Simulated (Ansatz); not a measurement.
Total energies of Cl₂H₂NNbO, SMILES `[NH2][Nb](=[O])([Cl])[Cl]`.

```xyz
7

N     0.317   -0.162   -1.175
Nb   -0.278    0.096    0.653
O    -1.952    0.172    0.520
Cl    0.352   -1.701    1.945
Cl    0.561    2.072    1.481
H     1.289   -0.249   -1.445
H    -0.290   -0.228   -1.980
```

The species carries charge 0 and has multiplicity 1. Correlated methods include outer-core shells of Nb, which these sets cover unevenly. Nb takes the def2 core potential. The geometry is a stationary point of PBE0-D4/def2-TZVP. It is one conformer, not always the lowest. Basis def2-TZVPP, Ansatz.

RPA on PBE orbitals: Hartree–Fock energy of these orbitals -1106.07635 Eh, correlation -1.96207 Eh (frozen core).

```
             functional  energy without D4 (Eh)  D4 term (kJ/mol)
            LDA (SPW92)             -1104.85469                 –
                    PBE             -1108.42297             -21.2
                   BLYP             -1108.86406             -44.2
                   PBE0             -1108.44396             -18.3
                r2SCAN0             -1108.73086              -6.2
HSE06 (plane-wave form)             -1108.42210             -17.4
                  BHLYP             -1108.70952             -30.4
              CAM-B3LYP             -1108.83558             -19.1
                ωB97M-V             -1108.72359                 –
               PBE-QIDH             -1108.20481                 –
```

Question: Give the same for revPBE, r2SCAN, B97M-V, B3LYP, r2SCANh, LC-ωPBE, ωB97X-V, B2PLYP. (An estimate is asked.)

Answer: The calculation gave: 
```json
{"functional": "revPBE", "energy without D4 (Eh)": "-1108.75540", "D4 term (kJ/mol)": "-50.4"}
{"functional": "r2SCAN", "energy without D4 (Eh)": "-1108.82172", "D4 term (kJ/mol)": "-5.1"}
{"functional": "B97M-V", "energy without D4 (Eh)": "-1108.64915", "D4 term (kJ/mol)": "–"}
{"functional": "B3LYP", "energy without D4 (Eh)": "-1108.95393", "D4 term (kJ/mol)": "-34.4"}
{"functional": "r2SCANh", "energy without D4 (Eh)": "-1108.78462", "D4 term (kJ/mol)": "-5.6"}
{"functional": "LC-ωPBE", "energy without D4 (Eh)": "-1108.57351", "D4 term (kJ/mol)": "–"}
{"functional": "ωB97X-V", "energy without D4 (Eh)": "-1108.67847", "D4 term (kJ/mol)": "–"}
{"functional": "B2PLYP", "energy without D4 (Eh)": "-1108.48267", "D4 term (kJ/mol)": "–"}
```

B3LYP takes the VWN-RPA correlation (the form of Gaussian; ORCA's B3LYP/G). HSE06 is the plane-wave form, built on full-range PBE exchange. The double hybrids freeze the cores in their second-order part.

LC-ωPBE has ω = 0.4 bohr⁻¹.
